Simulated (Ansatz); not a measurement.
Geometry optimisation, RHF/cc-pVDZ in Ansatz.

Input file:

```yaml
crystal:
  periodic: [false, false, false]
  atoms:
    - { symbol: Al, position_ang: [0.0, 0.0, 0.0] }
    - { symbol: O, position_ang: [0.0, 0.0, 2.13] }
    - { symbol: H, position_ang: [-0.9095, -0.2814, 2.4671] }
    - { symbol: O, position_ang: [1.5415, 0.0, -0.89] }
    - { symbol: H, position_ang: [1.8414, -0.9519, -1.0449] }
    - { symbol: O, position_ang: [-1.5415, 0.0, -0.89] }
    - { symbol: H, position_ang: [-2.0512, -0.8467, -0.6815] }
    - { symbol: H, position_ang: [0.0834, 1.7631, 0.5865] }
    - { symbol: H, position_ang: [0.0646, 1.3656, 1.5323] }
basis:
  gaussian: { orbitals: cc-pVDZ }
hamiltonian:
  xc: hf
relax:
  f_tol: 0.15
  max_steps: 25
  restrain:
    - { distance: [0, 7], at: 2.76, k: 30.0 }
    - { distance: [8, 1], at: 2.21, k: 30.0 }
    - { distance: [0, 1], at: 1.78, k: 30.0 }
    - { distance: [8, 7], at: 0.66, k: 30.0 }
```

Command:

```bash
$ ansatz run input.yaml --threads 1 --pin off --max-ram 2048MiB --backend cpu --events-out ev --progress --plain --runs-dir out
```

Question: Where does it end, and by what steps?

Answer: The forces met the threshold. The restraints hold the end off the free minimum. After 8 steps the energy has fallen by 2.812 eV (the restraints' own energy left out); O6 moved furthest, 0.59 Å. Joined: H8–H9 (1.03 → 0.71 Å).

| step | energy less start (eV) | largest force component (eV/Å) | accepted |
| --- | --- | --- | --- |
| 0 | 0.0000 | 3.649 | yes |
| 1 | -0.9651 | 2.737 | yes |
| 2 | -1.6230 | 2.457 | yes |
| 3 | -2.2739 | 1.767 | yes |
| 4 | -2.5340 | 0.745 | yes |
| 5 | -2.6325 | 1.036 | yes |
| 6 | -2.7087 | 1.113 | yes |
| 7 | -2.7688 | 1.196 | yes |
| 8 | -2.8117 | 1.212 | yes |

```xyz
9
Properties=species:S:1:pos:R:3
Al 0.018 -0.383 0.177
O -0.143 -0.290 1.914
H -0.959 -0.395 2.377
O 1.585 -0.409 -0.484
H 1.792 -0.536 -1.397
O -1.328 -0.552 -0.862
H -2.244 -0.524 -0.646
H 0.194 2.301 0.797
H 0.112 1.837 1.333
```

Run time: 15 s on 1 thread of Arm Neoverse V1, with other jobs on the host, peak memory 0.15 GiB.
